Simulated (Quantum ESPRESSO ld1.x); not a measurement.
Results of a calculation; reference values are marked as such.
Question: The aim is the nickel ion Ni3+ in [Ar] 3d7. What will ld1.x (Quantum ESPRESSO 7.5) do with this input?

```
 &input
    zed=28.0,
    iswitch=1,
    rel=0,
    dft='PW',
    config='[Ar] 3d',
    verbosity='high',
    prefix='ld1',
    max_out_wfc=37,
    file_charge='ld1.rho',
 /
```

Answer: Refused. The program stops in el_config with "no occupancy field?": each term needs its occupation.

Output (excerpt):

```
     Program LD1 v.7.5 starts

 %%%%%%%%%%%%%%%%%%%%%%%%%%%%%%%%%%%%%%%%%%%%%%%%%%%%%%%%%%%%%%%%%%%%%%%%%%%%%%
     Error in routine el_config (6):
     no occupancy field?
 %%%%%%%%%%%%%%%%%%%%%%%%%%%%%%%%%%%%%%%%%%%%%%%%%%%%%%%%%%%%%%%%%%%%%%%%%%%%%%

     stopping ...
```

Run on one thread of a shared host, so times are rough (Intel(R) Xeon(R) Processor @ 2.60GHz): 0.48 s of CPU time, 0.51 s wall.
